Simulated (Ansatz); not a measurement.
## Reading a saddle point

A first-order saddle point of BNH$_{5}$Cl$_{3}$O, singlet, PBE0-D4/def2-TZVP, with one imaginary mode of 429i cm⁻¹:

```
11
angstrom
B -0.3759 -1.2387 -0.1653
Cl 1.9724 -0.6967 0.1690
Cl -0.1551 -2.5356 -1.3556
Cl -0.8415 -1.6774 1.4962
H 0.0253 1.2605 0.0583
N -0.8843 0.0648 -0.6147
H 1.5342 0.6994 0.4158
O 0.8208 1.7560 0.4733
H -0.8909 0.1724 -1.6213
H -1.8104 0.2519 -0.2493
H 0.6054 1.9434 1.3935
```

Program: Ansatz 0.2.0. Basis: def2-TZVPP and def2-QZVPP. Cores are frozen in the correlated methods. Extrapolation: Hartree–Fock as exp(−7.88 √X), correlation as X^−2.97.

Q: Which contacts change along the imaginary mode, and what lies on either side? (Judge from chemistry; the calculation decides.)

A: The calculation gives: The step is BCl₃ ([Cl][B]([Cl])[Cl]) + H₂O + NH₃ → BNH₂Cl₂ ([NH2][B]([Cl])[Cl]) + HCl + H₂O, with the molecules in contact on both sides. Shortening one way: B1–N6, Cl2–H7, H5–O8; lengthening the same way: B1–Cl2, H5–N6, H7–O8.
| pair | one side (Å) | saddle (Å) | other side (Å) |
| --- | --- | --- | --- |
| B1–N6 | 1.59 | 1.47 | 1.38 |
| Cl2–H7 | 2.51 | 1.48 | 1.33 |
| H5–O8 | 1.80 | 1.02 | 0.96 |
| B1–Cl2 | 1.85 | 2.43 | 4.40 |
| H5–N6 | 1.04 | 1.65 | 4.23 |
| H7–O8 | 0.97 | 1.28 | 1.66 |

Q: Which side is lower, and how far does the saddle lie above each? (To be estimated.)

A: The calculation gives: The side with B1–Cl2, H5–N6, H7–O8 short is lower by 67.0 kJ/mol; the saddle lies 139.4 kJ/mol above it and 72.4 kJ/mol above the other (CCSD(T) at an estimated basis limit (MP2 extrapolated from triple and quadruple zeta, plus CCSD(T) − MP2 in triple zeta); electronic energies).

T1 diagnostic: at most 0.011.

The step is the kind of exchange with an N–H group that builds nitride films in atomic layer and chemical vapour deposition.

Labels in which every atom is bracketed show which atoms are joined, not bond orders.

For scale, one of the runs: CCSD(T)/def2-TZVPP, 289 basis functions, launched by `ansatz run in.yaml --threads 8 --pin off --events-out ev --progress --plain --max-ram 19148MiB`. Hardware: 8 CPU threads of an Arm Neoverse V2, shared host. Wall time 3.2 min; peak host memory 8.8 GiB.
